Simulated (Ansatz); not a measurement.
Reaction (atomization): `CN[C](O)(F)[GaH2]` → 2 C• + F• + Ga• + 7 H• + N• + O•

Gas-phase electronic energies from Ansatz, PBE0-D4/def2-TZVP geometries. CCSD(T)/CBS is the MP2 limit (def2-TZVPP, def2-QZVPP) plus CCSD(T) − MP2 in def2-TZVPP, frozen cores. This one scheme is used for every species, atoms too. For atomizations the MP2-based limit and the directly extrapolated one differ by several kJ/mol either way, and by 10 to 25 for some Ge, Se and Sn compounds, so smaller differences from it don't rank the levels. DFT in def2-TZVPP. HSE06 is defined as in plane-wave codes. Open shells (•) are unrestricted, without spin–orbit coupling. Spin–orbit coupling would lower the free atoms: a little for C, F, O; clearly for Ga. For Ga outer-core shells are correlated without core-valence functions, so the limit isn't a true one: a few kJ/mol of doubt a bond, and 10 to 20 or more in all where bonds break to atoms. Scalar relativity is left out up to krypton. One conformer a species, not always the lowest.

`CN[C](O)(F)[GaH2]`:

```xyz
13

C     1.369    0.614    0.672
N    -0.058    0.855    0.593
C    -0.841   -0.203    0.049
O    -0.671   -1.452    0.637
F    -2.158    0.192    0.285
Ga   -0.592   -0.445   -1.943
H     1.759    0.405   -0.326
H     1.861    1.516    1.038
H     1.648   -0.227    1.319
H    -0.450    1.159    1.479
H    -0.832   -1.379    1.590
H     0.828   -0.283   -2.591
H    -1.863   -0.751   -2.801
```

```json
{"level": "BLYP-D4", "ΔE (eV)": "46.46", "difference from CCSD(T)/CBS": "-0.04"}
{"level": "HSE06-D4", "ΔE (eV)": "46.52", "difference from CCSD(T)/CBS": "0.02"}
{"level": "revPBE", "ΔE (eV)": "45.38", "difference from CCSD(T)/CBS": "-1.12"}
{"level": "HSE06", "ΔE (eV)": "46.29", "difference from CCSD(T)/CBS": "-0.21"}
{"level": "BHLYP", "ΔE (eV)": "44.23", "difference from CCSD(T)/CBS": "-2.27"}
{"level": "MP2/def2-TZVPP", "ΔE (eV)": "46.12", "difference from CCSD(T)/CBS": "-0.38"}
{"level": "CCSD/def2-TZVPP", "ΔE (eV)": "44.45", "difference from CCSD(T)/CBS": "-2.05"}
{"level": "CCSD(T)/def2-TZVPP", "ΔE (eV)": "45.25", "difference from CCSD(T)/CBS": "-1.25"}
{"level": "HF/def2-QZVPP", "ΔE (eV)": "31.76", "difference from CCSD(T)/CBS": "-14.74"}
{"level": "MP2/def2-QZVPP", "ΔE (eV)": "46.85", "difference from CCSD(T)/CBS": "0.35"}
{"level": "CCSD(T)/CBS", "ΔE (eV)": "46.50", "difference from CCSD(T)/CBS": "0"}
```

Largest T1 diagnostic among the species: 0.013.

At CCSD(T), def2-SVP lies −2.62 eV from the extrapolated value and def2-TZVPP −1.25 eV: correlation converges slowly with the basis, and small sets miss more of it in the bonded molecule than in its fragments. From r2SCAN to r2SCAN0 (25 % exact exchange), in def2-TZVPP and without D4, ΔE moves by −0.98 eV: exact exchange takes away binding that semilocal exchange gives to molecules. In def2-TZVPP, CCSD(T) changes the Hartree–Fock value by +13.54 eV (the triples alone add +0.80 eV) and MP2 by +14.41 eV; breaking electron pairs costs correlation energy, which Hartree–Fock lacks.
